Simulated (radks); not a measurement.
The numbers below are computed, except where a source is named.
The mean radii <r> (bohr) of the occupied orbitals of an atom or ion are listed with their occupations. Level of theory: Dirac Kohn-Sham, LDA (Slater exchange, Perdew-Wang correlation), spin-unpolarised, spherical densities, finite nucleus; Fermi nuclear charge, rms radius of each element as measured or else 0.836 A^(1/3) + 0.57 fm (a radial shooting solver on a logarithmic mesh with Libxc functionals).

orbital  occ.      <r>
1s1/2       2  0.03432
2s1/2       2   0.1494
2p1/2       2   0.1272
2p3/2       4   0.1318
3s1/2       2   0.4159
3p1/2       2   0.4094
3p3/2       4   0.4201
3d3/2       4   0.3969
3d5/2       6   0.4004
4s1/2       2    1.043
4p1/2       2    1.123
4p3/2       4    1.150
4d3/2       3    1.435

Name the element and its charge. Open shells, if any, fill j = l - 1/2 first.

Answer. Z = 43, technetium, charge +4: Tc4+ in [Kr] 4d3. The 1s radius gives Z: for a bare nucleus <r> = (2 gamma + 1)/(2Z) with gamma = sqrt(1 - (Z/c)^2), 0.03371 bohr for Z = 43, and screening makes it slightly larger (0.03432 here). The occupations add up to 39, and the charge is Z minus that.
